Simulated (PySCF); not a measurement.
# Exercise with solution: dipole moment from atomic charges

Be(Cl)(SMe) (CH₃BeClS), SMILES C[S][Be][Cl]. Atoms are numbered in the order given.

```xyz
7

Be     0.2660    -0.5073     0.0000
Cl    -0.1543    -2.2757     0.0000
S      0.7094     1.3331     0.0000
C     -0.9795     2.0949     0.0000
H     -1.5440     1.8177     0.9002
H     -0.8277     3.1825     0.0000
H     -1.5440     1.8177    -0.9002
```
Charge 0, spin multiplicity 1.

Geometry optimised at B3LYP-D3(BJ)/def2-SVP. The values are those of a single conformer.

Charges (e) from HF/def2-TZVPD (PySCF):

```
atom     IAO  ESP fit
----  ------  -------
Be1    1.467    0.584
Cl2   -0.775   -0.319
S3    -0.689   -0.365
C4    -0.434   -0.393
H5     0.140    0.145
H6     0.152    0.203
H7     0.140    0.145
```

The dipole moment of the full density is 1.83 D.

Task: What dipole moment does each set of point charges give, and which comes closer to that of the density?

Result: 
μ = Σ q r, and 1 e Å = 4.8032 D.
IAO: Σ q r = (-0.112, 0.184, 0.000) e Å, |μ| = 1.04 D.
ESP fit: Σ q r = (-0.285, 0.293, 0.000) e Å, |μ| = 1.96 D.
ESP fit comes closer in size. Point charges leave out the atoms' own dipoles (lone pairs, polarised bonds); fits to the potential absorb them, partitions of the density don't.
